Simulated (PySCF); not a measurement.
`InChI=1S/C4H4F2S/c1-7-4(6)2-3-5/h3H,1H3`

Geometry (Å), atoms numbered from 1 in this order:
```xyz
11

C    -1.689   -0.442    0.417
S    -1.550    0.377   -1.180
C     0.192    0.588   -1.258
F     0.522    1.242   -2.369
C     1.083    0.186   -0.382
C     1.931   -0.266    0.503
F     2.315    0.424    1.578
H    -2.762   -0.608    0.581
H    -1.165   -1.407    0.410
H    -1.286    0.196    1.217
H     2.414   -1.250    0.461
```

Level of theory: PySCF 2.14.0, quadratic response CAM-B3LYP/def2-TZVPD first hyperpolarisability, Taylor convention, gas phase. Geometry: PBE0-D3(BJ)/def2-SVP.

Give the tensor of the second harmonic β(−2ω;ω,ω) at 1064 nm in the axes of these coordinates.

In au, Taylor convention; rows are the first index (the induced dipole):
|  | xx | yy | zz | xy | xz | yz |
| --- | --- | --- | --- | --- | --- | --- |
| x | -145.9 | +34.2 | +43.0 | +10.4 | -1.8 | +11.1 |
| y | +10.4 | +8.4 | +31.5 | +33.6 | +9.6 | +1.8 |
| z | -4.8 | +1.8 | +32.4 | +10.2 | +42.7 | +32.8 |

Norm of βᵢ = ⅓ Σⱼ (βᵢⱼⱼ + βⱼᵢⱼ + βⱼⱼᵢ): 91.6 au, hyper-Rayleigh value 63.3 au.
